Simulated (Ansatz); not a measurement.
Two isomers of C2H6Sn: A = `[CH3][Sn][CH3]`, B = `C=[CH][SnH3]`.

Calculated with Ansatz (gas phase, PBE0-D4/def2-TZVP geometries, no zero-point term in ΔE). CCSD(T)/CBS is the MP2 limit (def2-TZVPP, def2-QZVPP) plus CCSD(T) − MP2 in def2-TZVPP, frozen cores. Functionals use def2-TZVPP. B3LYP here is the variant with VWN-RPA as its local correlation; programs differ in this. def2 core potentials past Kr. For Sn outer-core shells are correlated without core-valence functions, which leaves a few kJ/mol of doubt a bond.

(1) Which is lower in electronic energy at CCSD(T)/CBS, and by how much? (Estimate.)

(2) Give E(B) − E(A) in kJ/mol with BLYP-D4, r2SCAN-D4, B3LYP-D4, CCSD/def2-TZVPP, LDA (SPW92), CCSD(T)/def2-TZVPP, B3LYP. (An estimate is asked.)

(3) Does the order hold for the free energy at 298.15 K (harmonic terms from PBE0-D4)? (Estimate.)

Largest T1 diagnostic: 0.013.

Answers

(1) Ansatz gave: A, by 109.8 kJ/mol.

(2) Ansatz gave: BLYP-D4 122.1, r2SCAN-D4 112.5, B3LYP-D4 118.6, CCSD/def2-TZVPP 102.7, LDA (SPW92) 109.8, CCSD(T)/def2-TZVPP 100.4, B3LYP 117.6. None reverses the order clearly.

(3) Computed: Yes: G(B) − G(A) = +95.1 kJ/mol. Modes under 60 cm⁻¹, often nearly free rotors, make the harmonic entropy too high.

At CCSD(T), def2-SVP lies −18.9 kJ/mol from the extrapolated value and def2-TZVPP −9.4 kJ/mol. From BLYP to BHLYP (50 % exact exchange), in def2-TZVPP and without D4, E(B) − E(A) moves by −9.5 kJ/mol.
